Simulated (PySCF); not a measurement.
**NaAs: frontier orbitals**

BP86 at R = 2.754 Å; Na 6-311G(d,p), As 6-311G(d,p); no relativity (PySCF 2.14). State: ³Σ⁻ (triplet), unpaired electrons π ↑↑. Only the outer orbitals are listed, counted within each symmetry.

```csv
spin,orbital,occ.,ε (eV),on Na (%),main shells (%)
α,4π,1,-28.90,100,100 Na p
α,4π,1,-28.90,100,100 Na p
α,9σ,1,-28.84,100,100 Na p
α,10σ,1,-12.94,3,97 As s
α,5π,1,-4.56,3,97 As p
α,5π,1,-4.56,3,97 As p
α,11σ,1,-4.41,18,"81 As p, 16 Na s"
α,12σ,0,-2.11,91,"75 Na s, 16 Na p, 9 As p"
α,6π,0,-0.39,99,98 Na p
α,6π,0,-0.39,99,98 Na p
β,4π,1,-28.90,100,100 Na p
β,4π,1,-28.90,100,100 Na p
β,9σ,1,-28.85,100,100 Na p
β,10σ,1,-11.53,5,95 As s
β,11σ,1,-3.88,31,"68 As p, 29 Na s"
β,5π,0,-2.91,9,"91 As p, 8 Na p"
β,5π,0,-2.91,9,"91 As p, 8 Na p"
β,12σ,0,-2.19,82,"59 Na s, 22 Na p, 18 As p"
```

Problem. Which are the highest filled and the lowest empty level, where do they sit, and how wide is the gap?

Solution. Highest filled β 11σ at -3.88 eV (in %: 68 As p, 29 Na s); lowest empty β 5π at -2.91 eV (in %: 91 As p, 8 Na p); the gap at BP86 is 0.97 eV.

```
bond order (Mayer)                               : 0.94
⟨S²⟩                                             : 2.025
charge on Na (Mulliken, basis-dependent)         : 0.37
charge on Na (Löwdin, basis-dependent)           : 0.16
dipole moment (positive dipole means Na(−)As(+)) : -6.41 D
```

Spin–orbit coupling is left out. The state was picked by a PBE0 search and need not be the measured ground state.
